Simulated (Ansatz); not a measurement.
Z-matrix (Å, degrees):
```
C
Al 1 1.900
N 1 1.525 2 58.9
H 1 1.093 2 123.1 3 -101.5
H 1 1.093 2 123.1 3 101.4
O 2 1.681 1 161.4 3 180.0
H 3 1.004 1 120.1 2 -180.0
H 6 0.955 2 125.9 1 -179.9
```

Charge 0, multiplicity 1.

(1) List the PBE/def2-TZVPP orbital energies in eV (the Gaussian-basis code of Ansatz). (Best estimate.)

## Answers

(1) Ansatz gave: Occupied: -1506.31, -510.27, -379.46, -268.90, -106.64, -68.71, -68.57, -68.51, -24.62, -20.63, -14.94, -12.81, -11.75, -9.81, -8.69, -8.00, -7.78, -5.72, -5.05. Lowest empty: -1.72, -0.30, 0.41, 0.74, 1.75, 2.11, 2.61, 3.22.
